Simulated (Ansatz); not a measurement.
Na$_{2}$ (SMILES [Na][Na]), singlet, at a GFN2-xTB geometry (such geometries of metal compounds can be far from the true shape), atoms displaced at random by about 0.05 Å a coordinate. Base run: PBE/cc-pVTZ (Ansatz, a first-principles code).

Input for Ansatz:
Ansatz 0.2 input:
```yaml
crystal:
  periodic: [false, false, false]
  atoms:
    - {symbol: Na, position_ang: [-0.04601932, 0.07083209, -1.45826844]}
    - {symbol: Na, position_ang: [-0.06107124, 0.04941552, 1.44339457]}
basis:
  gaussian:
    orbitals: cc-pVTZ
hamiltonian:
  xc: pbe
relax: {}
```

Each row names what was changed in the base input (with any setting that the change needs).

| change | ΔE vs base (kcal/mol) | optimiser steps |
|---|---|---|
| base | 0.000 | 4 |
| relax = max_displacement: 0.02 | 0.000 | 7 |
| relax = f_tol: 0.0005 | 0.000 | 5 |
| relax = f_tol: 0.002 | 0.000 | 5 |
| relax = escape_saddle: false | 0.000 | 4 |
| relax = f_tol: 0.1 | 0.005 | 3 |
| relax = f_tol: 0.05 | 0.005 | 3 |
